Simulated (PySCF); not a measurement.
**Telling isomers of C5H14OP2Si apart by NMR**

PySCF 2.14.0 with density-fitted response routines calculation with coordinates at the GFN2-xTB level and shieldings: GIAO PBE0/pcSseg-1; non-relativistic Hamiltonian, in vacuum, single conformer, equivalent nuclei averaged.

δ = σ(ref) − σ, references computed at the same level: ¹H, ¹³C against TMS. Splittings of carbon signals by F and P are missing where no couplings were computed. Where no couplings were computed, multiplicities follow the n + 1 count of equivalent neighbours, and m marks all less simple cases (inequivalent or close neighbours, rings, F or P nearby). Shifts are as computed. Against solution values, carbons near 30 ppm lie about +3 ppm off and those near 130 ppm about +5 ppm. Of 1211 compounds with measured shifts, 218 miss one by over three times the rms of a fit or turn the order of signals round; such compounds aren't used in these exercises.

(1) Tabulate the signals of `O=[P@@]1(P)CCC[C@H]([SiH3])C1`, `C[Si@H]1CC[P@](=O)(P)CC1` and their relative energies.

(2) What is the quickest way to tell O=[P@@]1(P)CCC[C@H]([SiH3])C1 from C[Si@H]1CC[P@](=O)(P)CC1?

Results:

(1) 
```json
{"SMILES": "O=[P@@]1(P)CCC[C@H]([SiH3])C1", "carbon types": "1×CH 4×CH2", "δC": "46.1, 38.2, 34.1, 26.1, 19.1", "δH": "3.75 (d, 3H), 2.36 (m, 1H), 2.23 (m, 2H), 2.13 (m, 1H), 2.08 (m, 1H), 1.97 (m, 1H), 1.94 (m, 1H), 1.76 (m, 1H), 1.21 (m, 1H), 1.11 (m, 1H), 0.91 (m, 1H)", "E rel. (kcal/mol)": "17.2"}
{"SMILES": "C[Si@H]1CC[P@](=O)(P)CC1", "carbon types": "4×CH2 1×CH3", "δC": "33.4, 7.6, -4.5", "δH": "4.23 (m, 1H), 2.61 (m, 2H), 2.19 (m, 2H), 1.63 (m, 2H), 1.47 (m, 2H), 1.00 (m, 2H), 0.03 (d, 3H)", "E rel. (kcal/mol)": "0.0"}
```

Energies are electronic energies at PBE0/pcSseg-1 on these geometries, without zero-point or thermal terms, each for the one conformer computed, which needn't be the lowest.

(2) Count the carbon signals: 5 against 3. The first has an sp3 CH bonded to Si at 19.1 ppm, the second a methyl carbon bonded to Si (CH3) at -4.5 ppm. Their most deshielded carbons lie at 46.1 and 33.4 ppm. In the proton spectra the most deshielded non-exchanging signals are 3.75 (d, 3H) and 4.23 (m, 1H).
